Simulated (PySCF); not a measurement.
B3LYP has the VWN-RPA correlation part, as in Gaussian. Excitations are Tamm–Dancoff values on a coarser integration grid. The basis has no diffuse functions, so Rydberg states are missing or too high.

Cartesian coordinates (Å):
SMILES: C(=O)C1=C[SiH2]C(=C1)C(F)(F)F
```xyz
16

O      3.1238     1.4617     0.3123
C      2.8087     0.3180     0.0810
C      1.4027    -0.1453    -0.0207
C      1.0601    -1.4333    -0.2813
Si    -0.8235    -1.5252    -0.3112
C     -0.9590     0.3205     0.0585
C     -2.1957     1.1382     0.2151
F     -2.9507     1.0923    -0.9019
F     -1.9434     2.4306     0.4762
F     -2.9637     0.6665     1.2190
C      0.2898     0.8195     0.1662
H      3.5754    -0.4833    -0.0753
H      1.8175    -2.2072    -0.4320
H     -1.3888    -2.3994     0.7520
H     -1.3743    -1.9201    -1.6359
H      0.5211     1.8666     0.3779
```
Charge 0, spin multiplicity 1.

**Question.** Estimate the LUMO, HOMO–LUMO gap and T1 excitation (TDA) that B3LYP-D3(BJ)/def2-TZVP // B3LYP-D3(BJ)/def2-SVP in PySCF 2.14.0 returns for this input.

**Answer.** 
```yaml
LUMO: -3.14 eV
HOMO–LUMO gap: 4.52 eV
T1 excitation (TDA): 2.55 eV
```
